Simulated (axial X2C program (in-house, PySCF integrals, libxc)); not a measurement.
**GeS at several levels of theory**

All values were computed with an in-house relativistic program for diatomic molecules. Spin-free means the one-electron spin-free X2C Hamiltonian; two-component (2c) means X2C with spin–orbit coupling and atomic mean-field two-electron Coulomb and Gaunt terms, so the difference of the two also holds small scalar two-electron terms. Basis: Ge dyall-cv3z [9s9p7d4f1g], S dyall-av3z [9s8p3d2f] (cores contracted in-house); Gaussian nuclei, density fitting, unrestricted open shells. Masses: Ge 73.921 u, S 31.972 u.

The run was started with this input:
```json
{
 "zs": [
  32,
  16
 ],
 "q": 0,
 "bas": [
  "dyall-cv3z",
  "dyall-av3z"
 ],
 "levels": [
  "PBE0",
  "HF",
  "r2SCAN0"
 ],
 "cc": true,
 "r0": 2.05,
 "thr": -1.0,
 "nmax": 90,
 "npts": 10,
 "nst": 2,
 "ntry": 6
}
```
```bash
python so2c.py task.json out
```

Keys: zs atomic numbers; q charge; bas basis sets; levels methods; cc coupled cluster on or off; r0 starting distance in Å; thr threshold in hartree for freezing inner shells (an s shell follows its p shell); nmax most natural virtual spinors; npts points on the curve; nst determinants followed; ntry starts of the search. HF also brings MP2.

State, spin-free: M_S = 0, Λ = 0 (closed shell); electrons by block: σα: 12, σβ: 12, π+α: 5, π+β: 5, π-α: 5, π-β: 5, δ+α: 1, δ+β: 1, δ-α: 1, δ-β: 1. Fragments: Ge + S.

State, 2c: Ω = 0 (closed shell); electrons by block: 1/2: 17, -1/2: 17, 3/2: 6, -3/2: 6, 5/2: 1, -5/2: 1. Fragments: Ge + S.

```
Hamiltonian    level  Re (Å)  ωe (cm⁻¹)  ωexe (cm⁻¹)  Be (cm⁻¹)  αe (cm⁻¹)  De (eV)  D0 (eV)  k (mdyn/Å)  μ (D)
  spin-free     PBE0   2.011      586.4         1.43     0.1867   0.000684     5.58     5.55        4.52  -2.28
  spin-free       HF   1.994      626.5         1.36     0.1899   0.000631     3.19     3.15        5.16  -2.76
  spin-free      MP2   2.031      569.8         1.42      0.183   0.000696     5.68     5.64        4.27    n/a
  spin-free     CCSD   2.021      586.5         1.42     0.1849   0.000674     5.18     5.15        4.52    n/a
  spin-free  CCSD(T)   2.035      562.3         1.57     0.1823   0.000727     5.48     5.44        4.16    n/a
  spin-free  r2SCAN0   2.000      600.6         1.45     0.1888    0.00068     5.44     5.40        4.74  -2.23
         2c     PBE0   2.012      585.9         1.43     0.1866   0.000684      n/a      n/a        4.51  -2.29
         2c       HF   1.995      625.9         1.37     0.1898   0.000631      n/a      n/a        5.15  -2.77
         2c      MP2   2.032      569.5         1.41     0.1829   0.000695      n/a      n/a        4.27    n/a
         2c     CCSD   2.022      586.1         1.42     0.1848   0.000674      n/a      n/a        4.52    n/a
         2c  CCSD(T)   2.036      561.9         1.57     0.1822   0.000727      n/a      n/a        4.15    n/a
         2c  r2SCAN0   2.001      600.1         1.45     0.1887    0.00068      n/a      n/a        4.74  -2.23
```

Correlated methods: 10 electrons correlated (number of frozen shells: Ge 3 s, 2 p, 1 d; S 2 s, 1 p), 234 virtual spin orbitals or spinors in MP2, 90 natural virtuals in coupled cluster.

Dipoles are positive if S is the positive end.

Occupations by symmetry block were frozen at the best pattern of an incomplete PBE0 search. The closed shell is kept restricted, so the energy runs too high when the bond is stretched far. De is counted from the lowest determinant-based energies of the atoms at the same level, without counterpoise correction. De is not given where an atomic determinant may have missed its ground term or J level, or where the truncated virtual space spoils (T). CCSD and (T) use frozen natural virtuals with an MP2 correction for the truncation; (T) itself is uncorrected, so its De runs slightly low. The functionals have no current-density term, which raises determinants with orbital currents, atoms included. With the outer-core shells frozen, correlated bond lengths of heavy atoms tend to come out a few hundredths of an ångström too long.

Rough cost a point (2c) on 1 thread(s) of a shared host, integrals apart: PBE0 0.29 s, HF 0.15 s, CCSD(T) 4 s, r2SCAN0 0.4 s.
